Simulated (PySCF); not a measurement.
Choosing a molecule for a target property.

Species are written as SMILES; each is one conformer at its optimised geometry, gas phase, non-relativistic unless stated; the electronic structure was computed with PySCF and density fitting.

Dipoles, sizes and rotational constants follow the conformer. The torsions of the flexible species, by atom-mapped SMILES:
- `[O:1]=[C:2]([OH:3])[C:4]1=[CH:5][SiH2:6][C:7]1=[O:8]`: O1–C2–C4–C5 0°, H–O3–C2–O1 0°
- `[F:1][SiH2:2][C@@H:3]1[CH2:4][C@@H:5]([O:6][SiH3:7])[O:8]1`: F1–Si2–C3–C4 -77°, C4–C5–O6–Si7 92°
- `[CH3:1][C@@H:2]([F:3])[Si@@H:4]([CH:5]=[O:6])[O:7][SiH3:8]`: C1–C2–Si4–C5 -57°, C2–Si4–C5–O6 121°, C2–Si4–O7–Si8 -127°

The conformers of `F[C@@H]1C[SiH2][C@H](O[SiH3])O1` aren't listed.

Problem. Wanted: lowest triplet excitation (Tamm–Dancoff) between 5 eV and 6.4 eV (TDA CAM-B3LYP/def2-SVPD) and lowest singlet excitation above 3.6 eV (TDDFT CAM-B3LYP/def2-SVPD), at GFN2-xTB geometries. Which candidate meets both?
A. `O=CC#CC1=CC[SiH2]1`
B. `O=C(O)C1=C[SiH2]C1=O`
C. `F[C@@H]1C[SiH2][C@H](O[SiH3])O1`
D. `F[SiH2][C@@H]1C[C@@H](O[SiH3])O1`
E. `C[C@@H](F)[Si@@H](C=O)O[SiH3]`

Solution. D. Computed values:
```
                         species  lowest triplet excitation (Tamm–Dancoff)  lowest singlet excitation
   C[C@@H](F)[Si@@H](C=O)O[SiH3]                                   2.54 eV                    3.22 eV
            O=C(O)C1=C[SiH2]C1=O                                   2.68 eV                    3.11 eV
              O=CC#CC1=CC[SiH2]1                                   3.26 eV                    3.88 eV
F[SiH2][C@@H]1C[C@@H](O[SiH3])O1                                   6.11 eV                    6.50 eV
 F[C@@H]1C[SiH2][C@H](O[SiH3])O1                                   6.76 eV                    7.21 eV
```

Problem. Wanted: electronic spatial extent ⟨r²⟩ about the centre of nuclear charge above 1400 bohr² (CAM-B3LYP/def2-SVPD) and HOMO–LUMO gap below 7.8 eV (CAM-B3LYP/def2-SVPD), at GFN2-xTB geometries. Which candidate meets both?
A. `F[SiH2][C@@H]1C[C@@H](O[SiH3])O1`
B. `O=C(O)C1=C[SiH2]C1=O`
C. `O=CC#CC1=CC[SiH2]1`
D. `C[C@@H](F)[Si@@H](C=O)O[SiH3]`

Solution. C. Computed values:
```csv
species,electronic spatial extent ⟨r²⟩ about the centre of nuclear charge,HOMO–LUMO gap
O=C(O)C1=C[SiH2]C1=O,1158 bohr²,6.98 eV
C[C@@H](F)[Si@@H](C=O)O[SiH3],1571 bohr²,7.97 eV
O=CC#CC1=CC[SiH2]1,1748 bohr²,7.63 eV
F[SiH2][C@@H]1C[C@@H](O[SiH3])O1,1858 bohr²,9.92 eV
```

Problem. Wanted: dipole moment above 4 D (CAM-B3LYP/def2-SVPD) and static isotropic polarisability above 90 au (CAM-B3LYP/def2-SVPD), at GFN2-xTB geometries. Which candidate meets both?
A. `C[C@@H](F)[Si@@H](C=O)O[SiH3]`
B. `F[SiH2][C@@H]1C[C@@H](O[SiH3])O1`
C. `O=CC#CC1=CC[SiH2]1`
D. `O=C(O)C1=C[SiH2]C1=O`

Solution. C. Computed values:
| species | dipole moment | static isotropic polarisability |
| --- | --- | --- |
| F[SiH2][C@@H]1C[C@@H](O[SiH3])O1 | 0.25 D | 89.3 au |
| C[C@@H](F)[Si@@H](C=O)O[SiH3] | 1.16 D | 90.8 au |
| O=C(O)C1=C[SiH2]C1=O | 2.28 D | 81.4 au |
| O=CC#CC1=CC[SiH2]1 | 4.82 D | 107.0 au |
